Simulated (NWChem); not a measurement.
# SeBrCl; SMILES Cl[Se]Br

All runs: NWChem. The geometry was optimised at PBE0/def2-SVP. Vertical excitations in the gas phase; the lowest state need not have the same character in each row.

For level LRC-wPBEh/def2-SVP, full TDDFT:

| Item | Value |
|---|---|
| lowest excitation, singlet (eV) | 2.59 |
| orbital gap (eV) | 7.56 |

Problem. Estimate the same quantities for level B3LYP/def2-SVP, full TDDFT.

Solution. lowest excitation, singlet (eV): 2.43
orbital gap (eV): 3.57
